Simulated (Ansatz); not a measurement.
Consider the formal exchange of groups at the Si–B bond: `C=CB[SiH2][SiH3]` + `C=C[SiH3]` → `C=C([SiH3])[SiH2][SiH3]` + `BC=C`.

Program: Ansatz. Geometries: PBE0-D4/def2-TZVP. ΔE: electronic, gas phase. CCSD(T)/CBS is the MP2 limit (def2-TZVPP, def2-QZVPP) plus CCSD(T) − MP2 in def2-TZVPP, frozen cores. DFT in def2-TZVPP. B3LYP here is the variant with VWN-RPA as its local correlation; programs differ in this. One conformer a species, not always the lowest.

| species | B3LYP-D4 energy (Eh) |
| --- | --- |
| `C=CB[SiH2][SiH3]` | -685.53966 |
| `C=C[SiH3]` | -369.35924 |
| `C=C([SiH3])[SiH2][SiH3]` | -950.82485 |
| `BC=C` | -104.07887 |

Problem. Work out ΔE.

Solution. ΔE = (-950.82485) + (-104.07887) − (-685.53966) − (-369.35924) = -0.00482 Eh = -3.0 kcal/mol. CCSD(T)/CBS gives -3.2 kcal/mol.

Largest T1 diagnostic among the species: 0.013.

From PBE to PBE0 (25 % exact exchange), in def2-TZVPP and without D4, ΔE moves by −1.1 kcal/mol. The D4 term adds −2.0 kcal/mol with B3LYP and −1.1 kcal/mol with PBE0; it sums over pairs of atoms, weighted by their polarisabilities, and B3LYP, whose exchange is more repulsive, gets the larger term.
